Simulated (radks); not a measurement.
The numbers below are computed, except where a source is named.
Ionisation of the silicon ion Si+, [Ne] 3s2 3p1, to Si2+, [Ne] 3s2, under several functionals. Non-relativistic Kohn-Sham, spin-polarised, spherical densities, point nucleus; open shells are filled with parallel spins first; a radial shooting solver on a logarithmic mesh with Libxc functionals. The NIST Atomic Spectra Database gives 16.346 eV (measured). Rank these functionals by the error of their Delta-SCF ionisation energy: RPBE; BP86; TPSS; PBEsol; HCTH/407; revTPSS; exchange-only LDA; AM05; r2SCAN.

Answer. From best to worst: BP86 16.371 eV (+0.025); HCTH/407 16.418 eV (+0.072); TPSS 16.263 eV (-0.083); RPBE 16.261 eV (-0.084); PBEsol 16.246 eV (-0.100); revTPSS 16.237 eV (-0.109); AM05 16.214 eV (-0.132); r2SCAN 16.194 eV (-0.152); exchange-only LDA 15.293 eV (-1.053). Open shells are spherical and high-spin; term and fine-structure splittings are not resolved.
